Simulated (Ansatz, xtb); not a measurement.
Relative energy of two structures of AlFGeH5NO

Structure a: `[NH2][Al]([F])[O][GeH3]`, a singlet. Structure b: a singlet given by its coordinates. Both are isolated molecules in the gas phase, relaxed with PBE-D3(BJ)/def2-SVP; the shapes shown needn't be the lowest conformers.

a (Å):

```xyz
10

Al   -0.8168   -0.5805    0.2017
F     0.7193   -1.2535    0.2300
Ge   -0.6313    1.7697    2.5417
N    -1.9991   -1.2294   -0.9394
O    -1.2339    0.6997    1.2461
H    -1.8174   -1.9928   -1.5922
H    -2.9574   -0.8906   -1.0347
H    -0.7423    3.2315    2.0320
H    -1.5342    1.5534    3.7855
H     0.8465    1.4157    2.8698
```

b (Å):

```yaml
atoms:
  - { symbol: Al, position_ang: [0.9008, 0.1004, 0.2966] }
  - { symbol: F, position_ang: [-0.7891, 0.1457, 0.1422] }
  - { symbol: Ge, position_ang: [2.4700, 2.1385, -1.8373] }
  - { symbol: N, position_ang: [1.1257, 1.7355, 1.4814] }
  - { symbol: O, position_ang: [1.7477, 0.6800, -1.1521] }
  - { symbol: H, position_ang: [0.2044, 2.1078, 1.7532] }
  - { symbol: H, position_ang: [1.6793, 1.6053, 2.3390] }
  - { symbol: H, position_ang: [1.6044, 2.4612, 0.8862] }
  - { symbol: H, position_ang: [1.5456, -1.1402, 1.0626] }
  - { symbol: H, position_ang: [2.3196, 3.1152, -0.4522] }
```

Close contacts (Å): Al1–F2 1.70, Al1–N4 2.03, Al1–O5 1.78, Ge3–O5 1.77, Al1–H9 1.59, Ge3–H10 1.70, N4–H6 1.03, N4–H7 1.03, N4–H8 1.05.

Quicker runs give these differences E(b) − E(a): GFN2-xTB −25.2 kcal/mol; HF/STO-3G +54.4 kcal/mol (at GFN2-xTB geometries); r2SCAN-D4/def2-SVP +14.1 kcal/mol (at GFN2-xTB geometries).

Task: Which of the two would you expect CCSD(T)/def2-SVP + ΔMP2/def2-TZVPP electronic energies to favour?

Result: Structure a; the calculation gives E(b) − E(a) = +14.3 kcal/mol.

The same difference at several levels:

| level | geometry | E(b) − E(a) (kcal/mol) | departure from the last row (kcal/mol) | job, with rough time for the two |
| --- | --- | --- | --- | --- |
| GFN2-xTB | GFN2-xTB | −25.2 | −39.6 | optimisation, 0.49 s |
| HF/STO-3G | GFN2-xTB | +54.4 | +40.1 | single point, 0.52 s |
| r2SCAN-D4/def2-SVP | GFN2-xTB | +14.1 | −0.2 | single point, 5 s |
| PBE-D3(BJ)/def2-SVP | PBE-D3(BJ)/def2-SVP | +2.2 | −12.1 | optimisation, 1.9 min |
| HF/def2-SVP | PBE-D3(BJ)/def2-SVP | +16.4 | +2.0 | part of the CCSD(T) run |
| MP2/def2-SVP | PBE-D3(BJ)/def2-SVP | +12.9 | −1.4 | part of the CCSD(T) run |
| CCSD(T)/def2-SVP | PBE-D3(BJ)/def2-SVP | +9.2 | −5.1 | single point |
| CCSD(T)/def2-SVP + ΔMP2/def2-TZVPP | PBE-D3(BJ)/def2-SVP | +14.3 |  | single point, 54 s |

GFN2-xTB puts the two in the other order. The largest departure from CCSD(T)/def2-SVP + ΔMP2/def2-TZVPP is that of HF/STO-3G, 40.1 kcal/mol. The last row adds to CCSD(T) the change of the MP2 difference between the two basis sets, here +5.1 kcal/mol, a large step that makes the value less sure.

With harmonic frequencies from PBE-D3(BJ)/def2-SVP (ideal gas, rigid rotor, one conformer each, 298.15 K, 1 atm): on the last row, ΔE + ΔZPE = +16.3 kcal/mol. A mode under 50 cm⁻¹ makes harmonic enthalpies and free energies unreliable, so none is given.

The correlated steps freeze 17 core orbitals; the filled d shell of Ge is correlated, in a basis made for valence electrons. Run with Ansatz 0.2.0, xtb 6.7.1; the last row on 2 threads of Arm Neoverse V1 on a shared host.
